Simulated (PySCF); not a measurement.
Be(NH2)(SMe) (CH5BeNS), SMILES [S](C)[Be][NH2].

Geometry optimised at PBE0-D3(BJ)/def2-SVP. The values are those of a single conformer.

Computed with PySCF with r2SCAN/def2-TZVPD.

```json
{
  "total_energy": "-508.84005 hartree",
  "point_group": "Cs",
  "highest_occupied_level": "-5.87 eV",
  "lowest_empty_level": "-0.57 eV",
  "orbital_gap": "5.30 eV",
  "dipole_moment": "2.05 D",
  "quadrupole, principal values (traceless, Buckingham form, about the centre of nuclear charge)": "-5.23, -0.37, 5.60 D·Å",
  "mean_static_polarisability": "61.7 bohr³ (9.15 Å³)",
  "polarisability_principal_values": "50.5, 58.9, 75.9 bohr³"
}
```
